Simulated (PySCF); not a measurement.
# Functional benchmark on one molecule

Molecule: pentafluoroethane (FC(F)C(F)(F)F, C2HF5).

Mapped SMILES: `[F:1][CH:2]([F:3])[C:4]([F:5])([F:6])[F:7]`; H(Xn) means a hydrogen on atom n.

Geometry PBE0-D3(BJ)/def2-SVP throughout; GIAO in PySCF 2.14.0 with density-fitted response routines, gas phase, one conformer, non-relativistic; equivalent atoms averaged; basis pcSseg-2.

Reference values (measured; Wikipedia, Fluorine-19 nuclear magnetic resonance spectroscopy): δ(F1/F3) = -141.0 ppm vs CFCl3. Computed shifts are taken against CFCl3, calculated as an isolated molecule at each level.

Q: How do the functionals HF, PBE, KT3, B3LYP, WP04, BHandHLYP, CAM-B3LYP, wB97X-D perform against the reference? Times are CPU seconds on shared hosts with different chips, so compare them loosely; the GGAs took longer than the global hybrids here, which isn't the general rule, and the cause wasn't traced.

A: 
| functional | kind | F1/F3 | abs. error F | core-s |
| --- | --- | --- | --- | --- |
| HF | Hartree–Fock | -120.0 | 21.0 | 20 |
| PBE | GGA | -167.2 | 26.2 | 36 |
| KT3 | GGA | -165.5 | 24.5 | 37 |
| B3LYP | global hybrid | -153.0 | 12.0 | 27 |
| WP04 | global hybrid | -144.9 | 3.9 | 28 |
| BHandHLYP | global hybrid | -138.5 | 2.5 | 28 |
| CAM-B3LYP | range-separated hybrid | -142.6 | 1.6 | 38 |
| wB97X-D | range-separated hybrid | -145.1 | 4.1 | 32 |

For $^{19}$F the closest is CAM-B3LYP (1.6 ppm) and the furthest PBE (26.2 ppm). One molecule is a small sample, and vibrational and solvent effects are absent from the calculation.
